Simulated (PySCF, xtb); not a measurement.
Ni(CO) (CNiO), SMILES [O+]#[C-]->[Ni], multiplicity 1.

Harmonic wavenumbers (cm⁻¹) from GFN2-xTB (xtb) at its own minimum, in rising order: 91, 91, 449, 2024.

Task: What does PBE0-D3(BJ)/def2-TZVP run with PySCF give at its own minimum? (The exact figures need the calculation; the answer reports its results.)

Result: 358, 358, 601, 2120. Paired by order, the mean absolute difference is 195 cm⁻¹ and the zero-point energies are 3.8 and 4.9 kcal/mol.
